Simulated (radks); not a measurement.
Polarisability of the calcium ion Ca5+, [Ne] 3s2 3p3, at imaginary frequency. Calculated with a radial shooting solver on a logarithmic mesh with Libxc functionals: non-relativistic Kohn-Sham, LB94 model potential, spin-polarised, spherical densities, point nucleus; open shells are filled with parallel spins first. Response by self-consistent Sternheimer equations with the Hartree and adiabatic LDA kernel.

| w (hartree) | alpha1(iw) (bohr^3) |
|---|---|
| 0.00266 | 1.704 |
| 0.0143 | 1.703 |
| 0.0360 | 1.702 |
| 0.0697 | 1.698 |
| 0.118 | 1.688 |
| 0.186 | 1.665 |
| 0.280 | 1.619 |
| 0.413 | 1.534 |
| 0.605 | 1.388 |
| 0.892 | 1.159 |
| 1.35 | 0.8516 |
| 2.12 | 0.5219 |
| 3.59 | 0.2567 |
| 6.94 | 0.09820 |
| 17.5 | 0.02547 |

Static values: alpha1 = 1.704 bohr^3 (0.2524 angstrom^3; uncoupled 2.825). C6 = 2.989, triple-dipole C9 = 3.671 atomic units. One-pole (London) frequency 4 C6 / (3 alpha1^2) = 1.373 hartree, against 3.897 for minus the highest occupied eigenvalue.
